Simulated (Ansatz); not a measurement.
C$_{2}$H$_{10}$AlNSi (`[CH3][AlH][NH][SiH2]C`), 15 atoms. Total charge 0; spin multiplicity 1. All runs use 4 threads of a server CPU on a shared host. Correlated methods freeze the cores.

Q: How many basis functions does each run have, and how long does it take in Ansatz? direct RPA on PBE orbitals/def2-TZVPP energy; RKS ωB97M-V/def2-SVP energy; RKS PBE0-D4/def2-TZVP relaxation (7 steps); RKS PBE0-D4/def2-QZVPP energy; RKS r2SCAN-D4/def2-TZVPP energy and forces; RKS PBE-QIDH (frozen core)/def2-TZVPP energy; RKS HSE06 (plane-wave form)-D4/def2-TZVPP energy; RHF-CCSD(T)/def2-SVP energy; RHF-CCSD(T)/def2-TZVPP energy; RKS ωB97X-V/def2-TZVPP energy; RKS PBE0-D4/def2-TZVP frequencies; RKS ωB97M-V/def2-QZVPP energy. (Estimate.)

A: The calculation gave: Other jobs shared the machine, so times are rough.

| level | job | functions | wall time | peak host memory (GiB) |
| --- | --- | --- | --- | --- |
| RKS ωB97M-V/def2-SVP | energy | 128 | 2.6 s | 0.46 |
| RKS HSE06 (plane-wave form)-D4/def2-TZVPP | energy | 317 | 2.6 s | 0.99 |
| RKS r2SCAN-D4/def2-TZVPP | energy and forces | 317 | 3.1 s | 0.51 |
| RHF-CCSD(T)/def2-SVP | energy | 128 | 3.5 s | 0.77 |
| direct RPA on PBE orbitals/def2-TZVPP | energy | 317 | 4.4 s | 0.95 |
| RKS PBE-QIDH (frozen core)/def2-TZVPP | energy | 317 | 4.5 s | 0.95 |
| RKS ωB97X-V/def2-TZVPP | energy | 317 | 5.5 s | 1.2 |
| RKS PBE0-D4/def2-QZVPP | energy | 611 | 8.5 s | 2.5 |
| RKS ωB97M-V/def2-QZVPP | energy | 611 | 16 s | 3 |
| RKS PBE0-D4/def2-TZVP | relaxation (7 steps) | 227 | 18 s | 0.67 |
| RKS PBE0-D4/def2-TZVP | frequencies | 227 | 2.4 min | 0.67 |
| RHF-CCSD(T)/def2-TZVPP | energy | 317 | 3.5 min | 4.4 |
